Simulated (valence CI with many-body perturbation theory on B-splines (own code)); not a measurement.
# Energy levels of Ti⁺

Level of theory: configuration interaction combined with many-body perturbation theory (CI+MBPT): three valence electrons over a frozen Dirac-Fock core [Ar], radial functions for each j: 7 s, 7 p, 8 d, 6 f, 4 g, 1 h, with the one-electron correlation potential Σ1, the two-electron term Σ2, the three-electron term Σ3, Breit, model QED; selected CI, second order for the rest, scaled by the run's own slope (own B-spline code, finite nucleus).

Set against measurement, 31 paired levels are off by 454 cm⁻¹ on average, the worst by 1245. Only levels of the ground parity were solved; by the run's estimate the other parity begins above the list, which can be wrong where configurations are misplaced.

Levels 1 to 32 of 32, with energies above the lowest level, 3d2.4s 4F_3/2. "Leading %" is the weight of the configuration and term that name the level; weights of strongly mixed levels are sums over their largest components and can fall short, so below about 35 % the name and the second component can differ from the true leading terms, or belong to a minority configuration. In the jj column 3d3/2^4 stands for four electrons in 3d with j = 3/2. Lifetimes count E1, E2, E3, M1 and M2 decay at the calculated energies, and are blank where another channel may lead or the interval is too uncertain; long ones can be off by a factor of two.

```tsv
No.	Configuration	Term	J	E (eV)	Leading %	Leading jj	Second component	Lifetime
1	3d2.4s	4F	3/2	0.0000	98	3d3/2^2 4s (67 %)		
2	3d2.4s	4F	5/2	0.0116	98	3d3/2 3d5/2 4s (64 %)		28400 s
3	3d2.4s	4F	7/2	0.0277	98	3d3/2 3d5/2 4s (80 %)		10400 s
4	3d2.4s	4F	9/2	0.0483	98	3d5/2^2 4s (78 %)		8020 s
5	3d3	4F	3/2	0.1676	98	3d3/2^2 3d5/2 (35 %)		
6	3d3	4F	5/2	0.1768	98	3d3/2^2 3d5/2 (74 %)		40700 s
7	3d3	4F	7/2	0.1894	98	3d3/2 3d5/2^2 (78 %)		19100 s
8	3d3	4F	9/2	0.2050	98	3d5/2^3 (46 %)		16400 s
9	3d2.4s	2F	5/2	0.5764	95	3d3/2 3d5/2 4s (56 %)		430 s
10	3d2.4s	2F	7/2	0.6094	95	3d5/2^2 4s (57 %)		411 s
11	3d2.4s	2D	3/2	1.115	75	3d5/2^2 4s (30 %)	20 % 3d3 2D	78.3 s
12	3d2.4s	2D	5/2	1.120	76	3d5/2^2 4s (30 %)	19 % 3d3 2D	92.0 s
13	3d3	2G	7/2	1.163	92	3d3/2^2 3d5/2 (46 %)	5 % 3d2.4s 2G	
14	3d3	2G	9/2	1.178	91	3d5/2^3 (40 %)	6 % 3d2.4s 2G	103 s
15	3d3	4P	1/2	1.237	63	3d3/2^2 3d5/2 (76 %)	18 % 3d3 2P	
16	3d3	4P	3/2	1.240	64	3d3/2^2 3d5/2 (50 %)	18 % 3d3 2P	
17	3d3	4P	5/2	1.260	88	3d3/2 3d5/2^2 (55 %)	9 % 3d2.4s 4P	
18	3d3	2P	1/2	1.260	46	3d3/2 3d5/2^2 (67 %)	24 % 3d2.4s 2P	
19	3d3	2P	3/2	1.277	44	3d5/2^3 (44 %)	23 % 3d2.4s 2P	
20	3d2.4s	4P	1/2	1.281	86	3d3/2^2 4s (37 %)	12 % 3d3 4P	9.69 s
21	3d2.4s	4P	3/2	1.288	84	3d3/2 3d5/2 4s (79 %)	13 % 3d3 4P	9.85 s
22	3d2.4s	4P	5/2	1.299	88	3d5/2^2 4s (47 %)	9 % 3d3 4P	10.6 s
23	3d3	2H	9/2	1.602	96	3d3/2^2 3d5/2 (48 %)		21.8 s
24	3d3	2H	11/2	1.614	97	3d3/2 3d5/2^2 (97 %)		24.8 s
25	3d3	2D	3/2	1.697	74	3d3/2^3 (30 %)	21 % 3d2.4s 2D	
26	3d3	2D	5/2	1.713	75	3d3/2 3d5/2^2 (35 %)	20 % 3d2.4s 2D	
27	3d2.4s	2G	9/2	1.923	92	3d3/2 3d5/2 4s (73 %)	5 % 3d3 2G	55.0 s
28	3d2.4s	2G	7/2	1.924	92	3d3/2 3d5/2 4s (73 %)	5 % 3d3 2G	58.4 s
29	3d2.4s	2P	1/2	2.202	63	3d3/2 3d5/2 4s (42 %)	32 % 3d3 2P	
30	3d2.4s	2P	3/2	2.216	63	3d3/2 3d5/2 4s (36 %)	32 % 3d3 2P	
31	3d3	2F	7/2	2.682	94	3d3/2 3d5/2^2 (67 %)		1.74 s
32	3d3	2F	5/2	2.689	94	3d3/2 3d5/2^2 (52 %)		1.70 s
```

Names give the largest LS component (configuration and term), which can be under half, so a name can repeat, a term be missing and a line seem to break the LS rules; names also repeat where a configuration has a term twice.

Where two levels of one J and parity lie close, their mixing, g and order are uncertain.

The ionisation energy to 3d2 3F_2 of the next ion comes out as 13.472 eV (NIST: 13.5755 ± 0.0025 eV (measured), further off than twice its uncertainty). All 32 levels together are meant to be complete up to 2.796 eV.
